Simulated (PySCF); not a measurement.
A side-by-side comparison of computed properties.

First species: C5H10ClNSi2.
Geometry (GFN2-xTB, Å), atoms numbered from 1 in this order:
```xyz
19
C5H10ClNSi2 angstrom
N     -2.7020    0.8169    2.6944
C     -2.2470    0.3266    1.7670
C     -1.6166   -0.2750    0.6263
C     -0.1326    0.1585    0.4890
Si     1.0442   -1.2385   -0.0632
Si     3.1787   -0.4105   -0.3877
C     -0.5439    1.1403   -0.6232
C     -1.8978    0.4376   -0.7097
Cl    -3.3357    1.4841   -0.7741
H     -1.8199   -1.3490    0.6332
H      0.2422    0.6532    1.3871
H      0.9205   -2.2746    0.9721
H      0.4252   -1.8151   -1.2680
H      4.1476   -1.5062   -0.4302
H      3.5881    0.5022    0.6823
H      3.3084    0.3242   -1.6491
H      0.0462    1.1294   -1.5383
H     -0.6386    2.1673   -0.2738
H     -1.9770   -0.2620   -1.5413
```

Second species: C6H13NOSi.
Structure used (GFN2-xTB), in Å, numbered top down from 1:
```
atom  x, y, z in Å
C1    -2.2274    1.4658   -1.1608
C2    -1.4598    1.4972    0.1103
N3    -0.8991    0.5343    0.6861
Si4   -0.6009   -1.1063    0.2789
C5    -0.2951   -1.9649    1.9393
C6     1.0322   -1.0731   -0.7557
C7     1.4233    0.3463   -0.9322
C8     2.3875    0.8749    0.1007
O9     0.9590    1.0508   -1.8029
H10   -1.5163    1.6838   -1.9593
H11   -2.6429    0.4776   -1.3381
H12   -3.0080    2.2214   -1.1764
H13   -1.3513    2.4797    0.5746
H14   -1.5875   -1.8619   -0.5135
H15   -1.2125   -2.0229    2.5146
H16    0.4344   -1.4315    2.5406
H17    0.0674   -2.9773    1.7953
H18    0.8248   -1.5193   -1.7248
H19    1.8069   -1.6435   -0.2532
H20    3.3177    0.3117    0.0658
H21    2.5930    1.9273   -0.0764
H22    1.9444    0.7491    1.0861
```

Levels: PBE0/pcSseg-1 for dipole moment, HOMO energy, LUMO energy and HOMO–LUMO gap; GFN2-xTB for rotational constant A and rotational constant C. Geometries: GFN2-xTB. Each species is one conformer at its optimised geometry, gas phase, non-relativistic unless stated; the electronic structure was computed with PySCF and density fitting.

The conformers computed, where there is a choice (atom-mapped SMILES and torsion angles):
- `[N:1]#[C:2][C@@H:3]1[C@@H:4]([SiH2:5][SiH3:6])[CH2:7][C@@H:8]1[Cl:9]`: C3–C4–Si5–Si6 175°
- `[CH3:1]/[CH:2]=[N:3]\[Si@H:4]([CH3:5])[CH2:6][C:7]([CH3:8])=[O:9]`: C2–N3–Si4–C5 -159°, N3–Si4–C6–C7 -4°, Si4–C6–C7–C8 93°

Values for the first species:

- Dipole moment: 4.98 D
- HOMO energy: -8.47 eV
- LUMO energy: -0.67 eV
- HOMO–LUMO gap: 7.80 eV
- Rotational constant A: 1.924 GHz
- Rotational constant C: 0.411 GHz

(1) Estimate the same properties for the second species, and the change in each.

## Answers

(1) 
```json
{"property": "dipole moment", "first": "4.98 D", "second": "1.30 D", "second less first": "-3.68 D"}
{"property": "HOMO energy", "first": "-8.47 eV", "second": "-6.80 eV", "second less first": "+1.67 eV"}
{"property": "LUMO energy", "first": "-0.67 eV", "second": "-0.64 eV", "second less first": "+0.03 eV"}
{"property": "HOMO–LUMO gap", "first": "7.80 eV", "second": "6.16 eV", "second less first": "-1.64 eV"}
{"property": "rotational constant A", "first": "1.924 GHz", "second": "1.400 GHz", "second less first": "-0.524 GHz"}
{"property": "rotational constant C", "first": "0.411 GHz", "second": "0.861 GHz", "second less first": "+0.450 GHz"}
```

On the first: A dipole of 4.98 D is allowed in C1, and pure rotational transitions are dipole-allowed. The dipole matches unit charges of opposite sign 1.04 Å apart (1 e·Å = 4.8032 D).

On the second: In atomic units the dipole is 0.51 e·bohr (1 au = 2.5417 D).
